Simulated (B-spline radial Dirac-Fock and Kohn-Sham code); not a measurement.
## Two-hole binding energies of Os⁵⁰⁺

System: Os⁵⁰⁺, [Ar] 3d8.

The computed values come from a radial finite-basis atomic code: Dirac-Fock ΔSCF + Breit + QED. U is the two-hole binding energy less the two single-hole energies, the effective repulsion of the holes after relaxation. Each two-hole energy is an average over J within one jj subconfiguration.

```csv
holes,E(a) (eV),E(b) (eV),E(ab) (eV),U (eV)
1s⁻²,76814.0,76814.0,155161.2,1533.2
1s⁻¹ 2p1/2⁻¹,76814.0,15272.0,92595.3,509.3
2s⁻²,15842.6,15842.6,31989.0,303.7
2p1/2⁻²,15272.0,15272.0,30918.5,374.5
2p3/2⁻²,13746.3,13746.3,27808.2,315.7
2s⁻¹ 3p1/2⁻¹,15842.6,5453.1,21459.6,163.9
2p1/2⁻¹ 3s⁻¹,15272.0,5698.1,21129.0,159.0
2s⁻¹ 3p3/2⁻¹,15842.6,5091.9,21089.1,154.6
2p1/2⁻¹ 3p3/2⁻¹,15272.0,5091.9,20524.4,160.5
2p3/2⁻¹ 3s⁻¹,13746.3,5698.1,19600.5,156.2
2p3/2⁻¹ 3p1/2⁻¹,13746.3,5453.1,?,?
3p1/2⁻²,5453.1,5453.1,11039.3,133.0
3p1/2⁻¹ 3p3/2⁻¹,5453.1,5091.9,10666.5,121.5
3p3/2⁻²,5091.9,5091.9,10303.6,119.9
```

Problem. Give the missing two-hole energy and U.

Solution. E(ab) = 19366.0 eV and U = 166.6 eV.
